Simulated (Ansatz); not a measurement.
```yaml
crystal:
  periodic: [false, false, false]
  atoms:
    - {symbol: Si, position_ang: [0.514506, 0.643702, 0.479282]}
    - {symbol: C, position_ang: [0.960640, 0.166030, 2.235556]}
    - {symbol: C, position_ang: [2.203694, 0.233812, 2.738962]}
    - {symbol: H, position_ang: [0.152382, -0.137039, 2.918927]}
    - {symbol: H, position_ang: [3.059085, 0.540835, 2.123878]}
    - {symbol: H, position_ang: [2.427360, -0.014160, 3.784256]}
    - {symbol: C, position_ang: [2.075437, 1.013902, -0.493565]}
    - {symbol: C, position_ang: [2.256511, 2.107863, -1.252047]}
    - {symbol: H, position_ang: [2.878054, 0.259428, -0.489197]}
    - {symbol: H, position_ang: [1.492919, 2.893725, -1.318644]}
    - {symbol: H, position_ang: [3.164310, 2.268729, -1.847665]}
    - {symbol: C, position_ang: [-0.543740, 2.197463, 0.518992]}
    - {symbol: C, position_ang: [-1.862102, 2.191169, 0.263629]}
    - {symbol: H, position_ang: [-0.080133, 3.154671, 0.803332]}
    - {symbol: H, position_ang: [-2.378298, 1.264460, -0.020511]}
    - {symbol: H, position_ang: [-2.480259, 3.096008, 0.322751]}
    - {symbol: N, position_ang: [-0.364241, -0.674487, -0.248389]}
    - {symbol: C, position_ang: [-0.722748, -0.605694, -1.660828]}
    - {symbol: C, position_ang: [0.175478, -1.445294, -2.567239]}
    - {symbol: C, position_ang: [-0.802905, -1.866388, 0.462521]}
    - {symbol: C, position_ang: [-2.238009, -1.779145, 0.981214]}
    - {symbol: H, position_ang: [-0.679169, 0.449458, -1.986301]}
    - {symbol: H, position_ang: [-1.780434, -0.910602, -1.795967]}
    - {symbol: H, position_ang: [1.217449, -1.093760, -2.506520]}
    - {symbol: H, position_ang: [0.158864, -2.508862, -2.279812]}
    - {symbol: H, position_ang: [-0.152092, -1.378875, -3.617754]}
    - {symbol: H, position_ang: [-0.702602, -2.747314, -0.200676]}
    - {symbol: H, position_ang: [-0.118433, -2.057708, 1.306997]}
    - {symbol: H, position_ang: [-2.339576, -0.959390, 1.711284]}
    - {symbol: H, position_ang: [-2.948485, -1.584776, 0.161077]}
    - {symbol: H, position_ang: [-2.543443, -2.717762, 1.472437]}
basis:
  gaussian: {orbitals: 6-31G}
total_charge: 1
magnetization: {spin_polarized: true, initial_magnetization: 1}
hamiltonian: {xc: {name: BHLYP}, pseudopotentials: {relativity: none}}
scf: {omitted_lower_state_checks: [starts]}
output: {forces: true}
```

```sh
$ ansatz run in.yaml --threads 2 --pin off --events-out ev --progress --plain --max-ram 20480MiB --backend cuda --devices 0, --max-vram 18GiB
```

Shortened log:

```
Functional definition: BHLYP
2150 factors; integrals over basis functions are off by at most 2.5e-4 eV
mean field evaluation 1: about -20014.7286 eV, gradient 4.7e1 eV
mean field evaluation 2: about -20019.7177 eV, gradient 3.6e1 eV
mean field evaluation 4: about -20026.3791 eV, gradient 3.2e0 eV
mean field evaluation 8: about -20026.4357 eV, gradient 1.3e-1 eV
mean field evaluation 16: about -20026.4359 eV, gradient 1.5e-3 eV
mean field -20026.43594286 eV, -735.9579464944 hartree, gradient 7.6e-6 eV, S^2 0.757267; 0 other end points of the search recorded, 0 dependent functions left out
reference -20026.43615376 eV, -735.9579542447 hartree; 50, 49 occupied and 100, 101 virtual orbitals, 2150 factors
Total energy: -20026.43615376 eV, -735.9579542447 hartree
Atom 0 at     0.514506     0.643702     0.479282 Å, force     2.609066     3.417848     2.436267 eV/Å
Atom 1 at     0.960640     0.166030     2.235556 Å, force    -0.056769    -0.610263     0.702800 eV/Å
Atom 2 at     2.203694     0.233812     2.738962 Å, force     0.142167    -0.005806    -0.164513 eV/Å
Atom 3 at     0.152382    -0.137039     2.918927 Å, force     0.417882     0.240627    -0.419294 eV/Å
Atom 4 at     3.059085     0.540835     2.123878 Å, force    -0.479203    -0.193816     0.432434 eV/Å
Atom 5 at     2.427360    -0.014160     3.784256 Å, force    -0.168945     0.223630    -0.655469 eV/Å
Atom 6 at     2.075437     1.013902    -0.493565 Å, force     0.663758    -0.512818    -0.967932 eV/Å
Atom 7 at     2.256511     2.107863    -1.252047 Å, force    -0.273625     0.124573    -0.012764 eV/Å
Atom 8 at     2.878054     0.259428    -0.489197 Å, force    -0.510312     0.448863     0.112618 eV/Å
Atom 9 at     1.492919     2.893725    -1.318644 Å, force     0.501534    -0.448643    -0.034476 eV/Å
Atom 10 at     3.164310     2.268729    -1.847665 Å, force    -0.511027    -0.065104     0.516903 eV/Å
Atom 11 at    -0.543740     2.197463     0.518992 Å, force    -1.139518     0.357694    -0.344968 eV/Å
Atom 12 at    -1.862102     2.191169     0.263629 Å, force    -0.005441     0.010938    -0.030351 eV/Å
Atom 13 at    -0.080133     3.154671     0.803332 Å, force    -0.013728    -0.816299    -0.123544 eV/Å
Atom 14 at    -2.378298     1.264460    -0.020511 Å, force     0.099269     0.684895     0.163718 eV/Å
Atom 15 at    -2.480259     3.096008     0.322751 Å, force     0.368219    -0.628962    -0.031836 eV/Å
Atom 16 at    -0.364241    -0.674487    -0.248389 Å, force    -1.895320    -2.363303    -1.594036 eV/Å
Atom 17 at    -0.722748    -0.605694    -1.660828 Å, force    -1.060056     1.031407    -1.030221 eV/Å
Atom 18 at     0.175478    -1.445294    -2.567239 Å, force     0.796907    -0.667264    -0.089858 eV/Å
Atom 19 at    -0.802905    -1.866388     0.462521 Å, force     0.883519    -1.602252     0.521054 eV/Å
Atom 20 at    -2.238009    -1.779145     0.981214 Å, force    -0.883703     0.647821     0.103656 eV/Å
Atom 21 at    -0.679169     0.449458    -1.986301 Å, force     0.113983    -0.600395     0.293843 eV/Å
Atom 22 at    -1.780434    -0.910602    -1.795967 Å, force     0.668525    -0.038221     0.354497 eV/Å
Atom 23 at     1.217449    -1.093760    -2.506520 Å, force    -0.534978    -0.160822    -0.107928 eV/Å
Atom 24 at     0.158864    -2.508862    -2.279812 Å, force    -0.015496     0.513573    -0.200095 eV/Å
Atom 25 at    -0.152092    -1.378875    -3.617754 Å, force     0.050275     0.104895     0.672286 eV/Å
Atom 26 at    -0.702602    -2.747314    -0.200676 Å, force    -0.142473     0.703551     0.164162 eV/Å
Atom 27 at    -0.118433    -2.057708     1.306997 Å, force    -0.363177     0.354262    -0.457778 eV/Å
Atom 28 at    -2.339576    -0.959390     1.711284 Å, force     0.012835    -0.467730    -0.305412 eV/Å
Atom 29 at    -2.948485    -1.584776     0.161077 Å, force     0.322448    -0.165104     0.413612 eV/Å
Atom 30 at    -2.543443    -2.717762     1.472437 Å, force     0.403381     0.482224    -0.317375 eV/Å
Dipole moment:    -0.318559    -0.512780    -0.363061 e Å
Checks for a lower state left out: starts
```

It took 9.5 s on 2 threads of AMD EPYC 7R13 on a shared host and a share (18 GiB) of an NVIDIA H100 80GB HBM3, peak host memory 0.95 GiB.

The dipole of an ion depends on the origin.
